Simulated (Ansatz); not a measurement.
Gas-phase electronic energies from Ansatz, PBE0-D4/def2-TZVP geometries. CCSD(T)/CBS adds triple-zeta CCSD(T) − MP2 to the extrapolated MP2 energy (def2 sets, frozen cores). Functionals use def2-TZVPP. For Ge outer-core shells are correlated without core-valence functions, which leaves a few kJ/mol of doubt a bond. Scalar relativity is left out up to krypton. Each species was taken in one conformer, which may not be the lowest.

Consider the redistribution: `[CH3][Al]([OH])[C](=N)Cl` + `O[SiH2][GeH3]` → `[CH3][Al]([OH])[SiH2]O` + `N=[C](Cl)[GeH3]`.

```tsv
species	ωB97M-V energy (Eh)
`[CH3][Al]([OH])[C](=N)Cl`	-911.88735
`O[SiH2][GeH3]`	-2445.22803
`[CH3][Al]([OH])[SiH2]O`	-724.78081
`N=[C](Cl)[GeH3]`	-2632.30840
```

**Question.** Work out ΔE.

**Answer.** ΔE = (-724.78081) + (-2632.30840) − (-911.88735) − (-2445.22803) = 0.02617 Eh = +0.71 eV. CCSD(T)/CBS gives +0.66 eV.

Largest T1 diagnostic among the species: 0.013.
